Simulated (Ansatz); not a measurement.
`O[SiH](O)[SiH3]` + H₂ → `O[SiH2][SiH3]` + H₂O  (hydrogenolysis of the Si–O bond)

Gas-phase electronic energies from Ansatz, PBE0-D4/def2-TZVP geometries. CCSD(T)/CBS adds triple-zeta CCSD(T) − MP2 to the extrapolated MP2 energy (def2 sets, frozen cores). This one scheme is used for every species. DFT in def2-TZVPP. B3LYP here is the variant with VWN-RPA as its local correlation; programs differ in this. HSE06 is defined as in plane-wave codes. Each species was taken in one conformer, which may not be the lowest.

```csv
level,ΔE (kJ/mol),difference from CCSD(T)/CBS
LDA (SPW92),89.7,1.2
PBE-D4,85.3,-3.2
BLYP-D4,93.1,4.6
r2SCAN-D4,94.4,5.9
B97M-V,90.4,1.9
PBE0-D4,83.8,-4.7
B3LYP-D4,91.3,2.8
r2SCANh-D4,93.1,4.6
r2SCAN0-D4,91.4,2.9
BHLYP-D4,91.4,2.9
CAM-B3LYP-D4,92.8,4.3
ωB97X-V,89.7,1.2
ωB97M-V,91.9,3.4
B2PLYP,90.4,1.9
PBE,81.8,-6.7
revPBE,77.9,-10.6
BLYP,85.7,-2.8
r2SCAN,93.5,5.0
PBE0,80.8,-7.7
B3LYP,85.8,-2.7
r2SCAN0,90.4,1.9
HSE06,80.7,-7.8
BHLYP,87.0,-1.5
CAM-B3LYP,89.8,1.3
LC-ωPBE,84.6,-3.9
RPA@PBE/def2-TZVPP,85.2,-3.3
HF/def2-SVP,69.0,-19.5
CCSD/def2-SVP,74.6,-13.9
CCSD(T)/def2-SVP,76.8,-11.7
HF/def2-TZVPP,82.3,-6.2
MP2/def2-TZVPP,94.8,6.3
SCS-MP2/def2-TZVPP,91.7,3.2
CCSD/def2-TZVPP,86.0,-2.5
CCSD(T)/def2-TZVPP,88.6,0.1
HF/def2-QZVPP,82.5,-6.0
MP2/def2-QZVPP,94.9,6.4
SCS-MP2/def2-QZVPP,91.7,3.2
HF/CBS(def2),82.6,-5.9
MP2/CBS(def2),94.8,6.3
CCSD/CBS(def2),85.9,-2.6
CCSD(T)/CBS,88.5,0
```

Largest T1 diagnostic among the species: 0.013.

Leaving LDA and LC-ωPBE aside and taking each functional with its dispersion term where it has one, the values, not all of them listed here, spread over 10.9 kJ/mol, from HSE06-D4 to r2SCAN-D4. LDA lies +7.8 kJ/mol from PBE without D4. The D4 term adds +5.5 kJ/mol with B3LYP and +3.0 kJ/mol with PBE0; it sums over pairs of atoms, weighted by their polarisabilities, and B3LYP, whose exchange is more repulsive, gets the larger term.
